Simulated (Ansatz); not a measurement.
Abstraction of H: Te(CH3)2 + Si(OH)2(SiH3) → Te(CH2)(CH3) + SiH(OH)2(SiH3)

Species: Te(CH3)2 (dimethyl telluride), singlet; Si(OH)2(SiH3), doublet; Te(CH2)(CH3), doublet; SiH(OH)2(SiH3), singlet. A radical takes H: the energy is the difference in strength between the C–H bond broken and the Si–H bond made.

Shapes, held fixed at every level: PBE0-D4/def2-TZVP. Flexible molecules stand in one conformer, not always the lowest. Programs: Ansatz 0.2.0. The zero-point and thermal change to 298 K, harmonic and unscaled (PBE0-D4/def2-TZVP), is -12.0 kJ/mol.

Task: Estimate ΔH(298 K) of this reaction.

Result: The highest level, CCSD(T)/def2-TZVPP, gives ΔH(298 K) = +20.8 kJ/mol; the levels span +6.5 to +33.9. The column of differences is taken from that level and isn't an error. No measured value is set beside it here. Open shells run unrestricted. For atoms past krypton def2 sets carry core potentials with scalar relativity. Outer-core shells of Te are correlated in most correlated rows, in sets that cover them unevenly.

| level | kind | ΔH(298 K) (kJ/mol) | less CCSD(T)/def2-TZVPP |
| --- | --- | --- | --- |
| MP2/def2-TZVPP | perturbation theory | +33.9 | +13.1 |
| HF/def2-SVP | Hartree–Fock | +8.0 | -12.8 |
| HF/def2-TZVPP | Hartree–Fock | +6.5 | -14.3 |
| r2SCAN-D4/def2-TZVPP | meta-GGA | +23.1 | +2.3 |
| B2PLYP/def2-TZVPP | double hybrid | +24.5 | +3.7 |
| CCSD(T)/def2-SVP | coupled cluster or CI | +26.8 | +6.0 |
| CCSD/def2-TZVPP | coupled cluster or CI | +18.7 | -2.1 |
| CCSD(T)/def2-TZVPP | coupled cluster or CI | +20.8 | 0.0 |
